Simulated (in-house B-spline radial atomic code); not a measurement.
Configurations of Br, with energies counted from [Ar] 3d10 4s2 4p5. All numbers are computed (scalar-relativistic (X2C) LC-wPBE, spin-polarised, spherical fractional occupations, exact exchange averaged over the configuration; Fermi nucleus of rms radius 4.1629 fm) with a radial B-spline atomic code at the basis-set limit, not measured. Shells without spins written out take the highest spin.

Occupations are held fixed; configurations that lie above the ionisation limit could autoionise.

```tsv
configuration	E - E(ref) (eV)	highest orbital	its <r> (bohr)
[Ar] 3d10 4s2 4p4 4d1	10.036	4d up	7.721
[Ar] 3d10 4s1 4p5 4d1	23.557	4d up	7.427
[Ar] 3d9 4s2 4p6	63.872	4p down	1.966
[Ar] 3d9 4s2 4p5 4f1	76.811	4f up	17.27
[Ne] 3s2 3p5 3d10 4s2 4p6	171.1	4p down	1.963
```

**Question.** Order these further configurations by energy, lowest first.
A. [Ar] 3d9 4s2 4p5 5f1
B. [Ar] 3d10 4s2 4p4 5f1
C. [Ar] 3d9 4s2 4p5 4d1
D. [Ar] 3d9 4s2 4p5 5d1
E. [Ar] 3d9 4s2 4p5 5p1

**Answer.** B (11.291 eV), E (75.202 eV), C (75.897 eV), D (76.68 eV), A (77.154 eV).
